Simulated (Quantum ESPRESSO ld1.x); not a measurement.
Results of a calculation; reference values are marked as such.
Question: The mean radii <r> (bohr) of the occupied orbitals of an atom or ion are listed with their occupations. Level of theory: non-relativistic Kohn-Sham, LDA (Slater exchange, Perdew-Zunger correlation), spin-polarised, spherical densities, point nucleus (ld1.x of Quantum ESPRESSO 7.5).

orbital  occ.      <r>
1s up       1  0.02490
1s down     1  0.02490
2s up       1   0.1063
2s down     1   0.1063
2p up       3  0.09021
2p down     3  0.09021
3s up       1   0.2764
3s down     1   0.2763
3p up       3   0.2661
3p down     3   0.2660
3d up       5   0.2373
3d down     5   0.2372
4s up       1   0.6210
4s down     1   0.6211
4p up       3   0.6360
4p down     3   0.6362
4d up       5   0.6728
4d down     5   0.6731
5s up       1    1.423
5s down     1    1.424
5p up       3    1.561
5p down     3    1.564
4f up       2   0.8057
5d up       2    2.019

Name the element and its charge. Open shells, if any, are filled with parallel spins first.

Answer: Z = 61, promethium, charge +3: Pm3+ in [Xe] 4f2 5d2. The 1s radius gives Z: for a bare nucleus <r> = 1.5/Z, 0.02459 bohr for Z = 61, and screening makes it slightly larger (0.02490 here). The occupations add up to 58, and the charge is Z minus that.
